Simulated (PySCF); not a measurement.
Species: C₃H₃BCl₂.
Geometry (PBE0-D3(BJ)/def2-SVP, Å), atoms numbered from 1 in this order:
```
atom  x, y, z in Å
C1     1.7535    0.3713   -0.2466
C2     0.6891    0.0070    0.2024
C3    -0.6192   -0.4116    0.6862
B4    -1.6585   -0.0316   -0.4388
Cl5   -2.2770    1.5977   -0.5541
Cl6   -2.1884   -1.2183   -1.6056
H7     2.7032    0.6896   -0.6340
H8    -0.8600    0.1120    1.6262
H9    -0.6244   -1.4957    0.8803
```

The computed photoelectron lines, unassigned: B 1s: 198.50 eV; C 1s: 290.42 (area 1), 291.07 (area 1), 291.67 (area 1) eV; Cl 1s: 2829.23 eV; Cl 2p3/2: 206.64 eV.

Computed, not measured: delta-SCF UKS SCAN, pcX-2 on the ionised atom, pcseg-1 elsewhere, spin-free X2C (PySCF). One conformer (not necessarily the lowest) at the PBE0-D3(BJ)/def2-SVP geometry, without solvent, vibrations or thermal averaging.

Problem. Assign the C 1s lines to atoms.

Solution. 290.42 eV: C1 (terminal alkyne carbon); 291.07 eV: C2 (alkyne carbon); 291.67 eV: C3 (sp3 carbon bound to boron). Lowest listed C 1s: C1, bonded to C (triple bond) and H. Highest, 1.25 eV above it: C3, bonded to C, 2 H and B.

Bonded neighbours of each site: C1: C (triple bond) and H; C2: C (triple bond) and C; C3: C, 2 H and B; B4: 2 Cl and C; Cl5/Cl6: B.

Problem. Give the binding energy of B 1s of B4 in hartree and in kJ/mol.

Solution. 198.50 eV = 7.2947 Eh = 19152 kJ/mol.

Topologically equivalent atoms share the value of their first member; where this conformer doesn't relate them by symmetry, their own values could differ. The unrestricted hole states depart most from a pure doublet (⟨S²⟩ = 0.75; over 0.85 named) for C 1s of C2 (0.87) and B 1s of B4 (0.94), which makes these values less certain. The 2p values add to the ΔSCF energy of one spin-free hole a correction within the shell (spin–orbit coupling, ligand field). 2p1/2 minus 2p3/2 (ligand field included): Cl 1.65 eV.

The run took 40 s on one thread, Arm Neoverse V1, no GPU, shared host.
